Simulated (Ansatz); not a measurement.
Molecule: sum formula H9Si4O (charge 0, doublet). It need not be the lowest isomer of its formula. SMILES: O[Si]([SiH2])([SiH3])[SiH3]
Structure (B3LYP-D3(BJ)/def2-TZVP (Ansatz, a first-principles code) minimum search):
```
Si
O 1 1.6726
H 2 0.9615 1 117.64
Si 1 2.3356 2 114.54 3 55.98
H 4 1.4862 1 116.33 2 53.30
H 4 1.4871 5 109.32 1 133.84
Si 1 2.3422 2 106.02 3 174.61
H 7 1.4829 1 110.88 2 53.36
H 7 1.4830 8 109.03 1 122.54
H 7 1.4837 8 108.87 9 118.53
Si 1 2.3525 2 111.94 3 -64.70
H 11 1.4837 1 109.57 2 179.23
H 11 1.4838 12 108.89 1 -121.73
H 11 1.4856 12 108.53 13 -117.66
```
Charge 0, spin multiplicity 2.

Property: atomisation energy (electronic, to ground-state atoms), in kcal/mol. Valence correlation only, unless marked. Open shells are spin-unrestricted. Spin-orbit coupling is left out. Non-relativistic unless marked X2C. The coupled-cluster limit lacks core correlation, which all-electron functionals hold. CBS marks a two-point X^-3 extrapolation of the correlation energy; Hartree-Fock from the larger set.

```csv
level,program,atomisation energy (kcal/mol)
HF/6-31G,Ansatz,612.7
```

Question: Predict the CCSD(T)/CBS(cc-pV(T+d)Z,cc-pV(Q+d)Z) result (Ansatz).

Answer: 1005.2 kcal/mol, so HF/6-31G differs from it by -392.5 kcal/mol.
